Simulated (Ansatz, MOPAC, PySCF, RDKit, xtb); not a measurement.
Dimer: HF (SMILES F) (first 2 atoms) with SiH4 (SMILES [SiH4]); geometry from B3LYP-D3(BJ)/def2-TZVP, rigid monomers moved along the line of their centres of mass till H2···H4 is 2.01 Å.
(charge 0, multiplicity 1):
```
atom    x (Å)    y (Å)    z (Å)
----  -------  -------  -------
F     -0.2022  -0.4294  -0.4678
H     -0.1008  -0.7705   0.3912
Si    -0.0268   0.1787   3.3230
H      0.0589  -0.9735   2.3823
H      1.0609   1.1269   3.0083
H      0.1268  -0.3535   4.6931
H     -1.3452   0.8240   3.1603
```

Interaction energies are E(AB) − E(A) − E(B) at the monomers' geometry in the complex; basis-set methods are counterpoise corrected. Rows marked so take none. RDKit's UFF carries no charges.

Correlated levels freeze the cores. Rows in 3-21G, 6-31G* carry no dispersion term and start afresh at each structure (6-31G* with six Cartesian d functions). MP2/6-31G* freezes PySCF's default core. The state that PM3 reach isn't checked.

Run with Ansatz (Gaussian orbitals); MOPAC for PM3 (differences of heats of formation); PySCF for 3-21G rows, 6-31G* rows, the dispersion terms; RDKit for the force fields; xtb for the GFN methods. Each number belongs to the level named beside it.

```json
[
 {"level": "UFF", "interaction energy (meV)": "105.6"},
 {"level": "PM3", "interaction energy (meV)": "-94.3"},
 {"level": "GFN2-xTB", "interaction energy (meV)": "-71.6"},
 {"level": "HF/3-21G (no counterpoise)", "interaction energy (meV)": "-60.5"},
 {"level": "HF/aug-cc-pV(D+d)Z", "interaction energy (meV)": "-16.6"},
 {"level": "PBE-D3(BJ)/def2-TZVPPD", "interaction energy (meV)": "-86.1"},
 {"level": "B3LYP/6-31G* (no counterpoise)", "interaction energy (meV)": "-89.3"},
 {"level": "MP2/6-31G*", "interaction energy (meV)": "-18.1"},
 {"level": "MP2/aug-cc-pV(T+d)Z", "interaction energy (meV)": "…"}
]
```

**Question.** What belongs in the gaps?

**Answer.** 
- MP2/aug-cc-pV(T+d)Z, interaction energy (meV): -54.6

Ansatz is a program for electronic structure.
